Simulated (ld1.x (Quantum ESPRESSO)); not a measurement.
# Ga (Z = 31), ultrasoft: configuration errors across variants

gallium (Ga), ultrasoft, made with ld1.x (Quantum ESPRESSO) 7.5 (PBE, scalar-relativistic). Core [Ar], reference 3d10 4s2 4p1. Waves: 4s (bound): rcut 1.30, rcutus 1.80 bohr; 4s channel at 4.55 Ry: rcut 1.30, rcutus 1.80 bohr; 4p (bound): rcut 1.75, rcutus 2.05 bohr; 4p channel at 0.55 Ry: rcut 1.75, rcutus 2.05 bohr; 3d (bound): rcut 0.70, rcutus 0.80 bohr; 3d channel at 0.35 Ry: rcut 0.70, rcutus 0.80 bohr; 4f channel at 0.05 Ry: rcut 1.25, rcutus 1.60 bohr. Local part: all-electron potential smoothed inside 0.75 bohr (lloc = -1). Core correction: a·sin(br)/r model core, default radius (core density twice the valence density). Augmentation charge: PSQ, inside the norm-conserving radii.

All-electron excitation energies from the reference (eV): (1) 3d10 4s2 4p0 5.688; (2) 3d10 4s1 4p0 26.816; (3) 3d10 4s0 4p0 58.088; (4) 3d10 4s2 4p0.5 2.030; (5) 3d10 4s1 4p1 13.060; (6) 3d10 4s1 4p2 6.538; (7) 3d10 4s0 4p3 13.371.

The default core radius of the base comes out at 0.31 bohr.

The overlap operator is not positive definite (basis up to 400 Ry) in “base”, “augmentation PSQ, radius 0.70 bohr”, “waves 3d (bound): rcut 0.50, rcutus 0.54 bohr; 3d channel at 0.35 Ry: rcut 0.50, rcutus 0.54 bohr”, “waves 4p (bound): rcut 1.75, rcutus 2.20 bohr; 4p channel at 0.55 Ry: rcut 1.75, rcutus 2.20 bohr”, “core correction a·sin(br)/r model core inside 0.58 bohr”. Such files are unfit for use, however small their errors in these radial tests.

2 further variants failed, have other tests or another functional or relativity, and are left out.

A true bound ghost makes a file unfit for plane-wave use even where its test errors are small: the radial tests pick states by their node count and pass the ghost by.

Errors AE − PS in meV (a dash: test not solved or not reliable):

| change | (1) | (2) | (3) | (4) | (5) | (6) | (7) | bound ghosts |
| --- | --- | --- | --- | --- | --- | --- | --- | --- |
| base | -1.4 | -5.8 | -14 | -0.3 | -0.5 | +0.5 | +3.1 | s, p (f not tested, overlap not positive) |
| augmentation PSQ, radius 0.70 bohr | -1.9 | -4.0 | -13 | -0.4 | -2.7 | -5.0 | -20 | s, p (f not tested, overlap not positive) |
| waves 3d (bound): rcut 0.50, rcutus 0.54 bohr; 3d channel at 0.35 Ry: rcut 0.50, rcutus 0.54 bohr | -1.2 | -5.4 | -13 | -0.3 | -0.5 | +0.3 | +2.6 | s, p (f not tested, overlap not positive) |
| wave 4f channel at 0.05 Ry: rcut 1.25, rcutus 1.60 bohr becomes 4f channel at 0.05 Ry: rc 1.60 bohr; local potential the f channel | -1.3 | -5.4 | -14 | -0.3 | -0.4 | +0.5 | +3.0 | none |
| waves 4p (bound): rcut 1.75, rcutus 2.20 bohr; 4p channel at 0.55 Ry: rcut 1.75, rcutus 2.20 bohr | -1.7 | -6.5 | -15 | -0.4 | -0.4 | +0.4 | +2.5 | s, p (f not tested, overlap not positive) |
| core correction a·sin(br)/r model core inside 0.58 bohr | -1.3 | -5.8 | -14 | -0.3 | -0.5 | +0.5 | +3.1 | s, p (f not tested, overlap not positive) |

Question: Give the same row for: local potential all-electron potential smoothed inside 1.66 bohr (lloc = -1).

Answer: -1.3, -5.6, -14, -0.3, -0.5, +0.4, +3.0; bound ghosts: none.
